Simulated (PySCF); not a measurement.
## Two-component Hartree-Fock for Fe³⁺ (iron, charge +3)

Start: [Ar] 3d4 4p1; 3d5/2 filled at m_j = -1/2, +1/2, +3/2, +5/2; 4p3/2 filled at m_j = +3/2. Calculated with PySCF 2.14 in x2c-TZVPall-2c (6s7p4d1f, 54 functions): generalised Hartree-Fock with the X2C-1e Hamiltonian and a Gaussian nucleus; one run each with spin-orbit coupling (SO) switched off, then screened by Boettger's factors. This is a chosen level, not necessarily the ground level.

| spinor shell | electrons | ε, spin-free (eV) | ε, screened SO (eV) | weight of nominal j (screened SO) | rms radius, screened SO (bohr) |
| --- | --- | --- | --- | --- | --- |
| 1s1/2 | 2 | -7224.0 | -7224.0 | 1.000 | 0.0675 |
| 2s1/2 | 2 | -932.99 | -933.01 | 1.000 | 0.288 |
| 2p1/2 | 2 | -798.60 | -807.18 | 0.982 | 0.258 |
| 2p3/2 | 4 | -798.60 | -794.46 | 0.991 | 0.261 |
| 3s1/2 | 2 | -162.59 | -162.62 | 1.000 | 0.853 |
| 3p3/2 | 4 | -121.14 | -121.52 | 0.832 | 0.902 |
| 3p1/2 | 2 | -121.14 | -120.47 | 0.663 | 0.898 |
| 3d5/2 | 4 | -65.524 | -65.529 | 0.688 | 1.02 |
| 4p3/2 | 1 | -30.847 | -30.786 | 1.000 | 2.68 |

```tsv
quantity	spin-free	screened SO
E (hartree)	-1268.64496	-1268.66014
M_J	11/2	11/2
⟨J²⟩	35.754	35.754
⟨L²⟩	12.003	12.011
⟨S²⟩	8.751	8.747
```

Each row is a mean over spinors that exchange with the open shell spreads, by up to 16.255 eV (3p3/2).

Rows whose weight is well below 1 are mixtures of j = l ± 1/2: exchange outweighs spin-orbit coupling there, and the label is only the starting occupation.

Without spin-orbit coupling the j labels of p, d and f shells carry no meaning; the spin-free column gives the mean over the occupied spinors of each nl shell.
